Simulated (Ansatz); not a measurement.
Ti(OH)F3 (TiOF3H). The state is a singlet with charge 0. Geometry PBE-D4/def2-SVP, basis def2-TZVP, Ansatz.

Cartesian coordinates in Å:
```
Ti -0.222 0.001 0.373
O 1.067 0.010 -0.844
H 1.121 -0.002 -1.816
F -1.203 -1.439 0.183
F -1.266 1.388 0.138
F 0.503 0.042 1.967
```

```json
{"run": "A", "HOMO (eV)": "-8.66", "LUMO (eV)": "-3.49"}
{"run": "B", "HOMO (eV)": "-9.19", "LUMO (eV)": "-3.59"}
{"run": "C", "HOMO (eV)": "-10.56", "LUMO (eV)": "-2.68"}
{"run": "D", "HOMO (eV)": "-12.11", "LUMO (eV)": "-1.57"}
{"run": "E", "HOMO (eV)": "-8.76", "LUMO (eV)": "-3.60"}
{"run": "F", "HOMO (eV)": "-15.09", "LUMO (eV)": "1.62"}
```

Q: The runs used CAM-B3LYP, HF, PBE, PBE0, r2SCAN, revPBE. Estimate which is which.

A: A revPBE (0 % exact exchange); B r2SCAN (0 % exact exchange); C PBE0 (25 % exact exchange); D CAM-B3LYP (range-separated); E PBE (0 % exact exchange); F HF (100 % exact exchange). Exact exchange lowers occupied and raises empty levels; among semilocal functionals meta-GGAs tend to open the gap a little, and such runs are hard to tell apart. The gap grows from 5.15 eV (PBE) to 16.70 eV (HF).
